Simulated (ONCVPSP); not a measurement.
**What one change does to a pseudopotential (phosphorus, ONCV)**

```
Element                 : P
Generator               : ONCVPSP 4.0.1
Type                    : optimised norm-conserving Vanderbilt (ONCV)
Functional              : LDA (Perdew-Wang 92)
Relativity              : fully relativistic
Frozen core             : [He]
Valence charge          : 13
Reference configuration : 2s2 2p6 3s2 3p2.75 (charge +0.25)
Partial waves           : 2s+3s: rc 0.95 bohr, ncon 3, nbas 6, qcut 14.7 1/bohr, 2 projectors; 2p+3p: rc 0.90 bohr, ncon 4, nbas 8, qcut 16.4 1/bohr, 2 projectors; d scattering state at 0.14 Ha: rc 0.95 bohr, ncon 3, nbas 7, qcut 9.2 1/bohr, 2 projectors, debl 3.4 Ha
Local potential         : polynomial inside 0.75 bohr (lpopt 5, dvloc0 0 Ha)
Core correction         : none
```

Open shells are filled in proportion to 2j + 1.

Change: scalar-relativistic.

Cutoffs: the cutoffs (Ha) at which the residual kinetic energy of the hardest occupied pseudo-wave falls to 1 and 0.1 mHa per electron; they do not see the model core or the augmentation charge, which bear on the density cutoff. Errors are all-electron minus pseudo energies relative to the spin-unpolarised reference configuration.

Predict the effect on cutoff, ghosts and configuration errors.

The potential gets neither clearly harder nor softer (105 Ha and 117 Ha → 105 Ha and 117 Ha); of the 4 tests that both files solve, the error grows in 0 and shrinks in 2 by more than 15 % and 0.3 meV (median size 0.8 → 0.5 meV); neither file shows a bound ghost.

```tsv
quantity	base	changed
cutoff, loose	105 Ha	105 Ha
cutoff, tight	117 Ha	117 Ha
loose cutoff by channel	s 36 Ha, p 105 Ha	s 36 Ha, p 105 Ha
bound ghosts	none	none
GHOST(+) flags under 300 eV	none	none
error for 2s2 2p6 3s2 3p3, meV [ΔE -1.65 eV]	-0.1	0.0
error for 2s2 2p6 3s2 3p2, meV [ΔE 8.17 eV]	+0.8	+0.3
error for 2s2 2p6 3s2 3p1, meV [ΔE 27.41 eV]	+4.1	+2.4
error for 2s2 2p6 3s0 3p5, meV [ΔE 15.49 eV]	+0.9	+0.7
s: phases at 0.96 bohr within 0.05 rad from the reference energy up to (Ha; the scan ends near 5)	to the end of the scan	to the end of the scan
```
